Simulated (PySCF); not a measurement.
Isomers C6H9N3:

A. SMILES C(=C)N1N=C(C)C(C)=N1
B. `InChI=1S/C6H9N3/c1-3-4-9-5-6(2)7-8-9/h3,5H,1,4H2,2H3`
C. `C=Cc1nn(C)nc1C`
D. `c1(CC)ncc(C)nn1`

Spectrum 1. 1H NMR (500 MHz, computed): δ 6.55 (m, 1H), 6.47 (m, 1H), 5.53 (m, 1H), 3.92 (s, 3H), 2.31 (s, 3H). 13C{1H} NMR (computed): δ 146.1 (C), 146.1 (C), 131.5 (CH), 122.3 (CH2), 41.2 (CH3), 11.4 (CH3).

Spectrum 2. 1H NMR (500 MHz, computed): δ 7.01 (m, 1H), 6.13 (m, 1H), 4.99 (m, 1H), 2.29 (s, 6H). 13C{1H} NMR (computed): δ 146.8 (C), 140.1 (CH), 105.7 (CH2), 12.1 (CH3).

Spectrum 3. 1H NMR (500 MHz, computed): δ 8.36 (s, 1H), 3.16 (q, 2H), 2.77 (s, 3H), 1.45 (t, 3H). 13C{1H} NMR (computed): δ 174.9 (C), 161.3 (C), 152.3 (CH), 33.8 (CH2), 21.5 (CH3), 15.1 (CH3).

Spectrum 4. 1H NMR (500 MHz, computed): δ 7.27 (s, 1H), 6.15 (m, 1H), 5.75 (m, 1H), 5.58 (m, 1H), 4.77 (d, 2H), 2.43 (s, 3H). 13C{1H} NMR (computed): δ 147.5 (C), 143.8 (CH), 127.4 (CH2), 124.5 (CH), 54.9 (CH2), 12.8 (CH3).

- PBE0-D3(BJ)/def2-SVP geometry
- GIAO PBE0/pcSseg-1 shieldings
- run in PySCF 2.14
- isolated molecule, rapidly exchanging positions averaged, one computed conformer, relativity neglected

Shifts are taken against calculated references (same method and geometry level): 1H (σref 31.27) and 13C (σref 184.41) against TMS. Where no couplings were computed, multiplicities follow the n + 1 count of equivalent neighbours, and m marks all less simple cases (inequivalent or close neighbours, rings, F or P nearby). Shifts are as computed. Against solution values, carbons near 30 ppm lie about +2 ppm off and those near 130 ppm about +5 ppm. Of 1309 compounds with measured shifts, 239 miss one by over three times the rms of a fit or turn the order of signals round; such compounds aren't used in these exercises.

Question: Match each spectrum to its structure.

Answer: 1–C, 2–A, 3–D, 4–B.

- Spectrum 1 (C): 6 13C signals; δC 131.5 is an alkene CH; δC 122.3 is a terminal =CH2 carbon.
- Spectrum 2 (A): 4 13C signals; δC 140.1 is an alkene CH; δC 105.7 is a terminal =CH2 carbon.
- Spectrum 3 (D): 6 13C signals; δC 152.3 is an aromatic CH next to a ring nitrogen; δC 33.8 is an sp3 CH2 on an aromatic ring.
- Spectrum 4 (B): 6 13C signals; δC 143.8 is an alkene CH; δC 127.4 is a terminal =CH2 carbon.
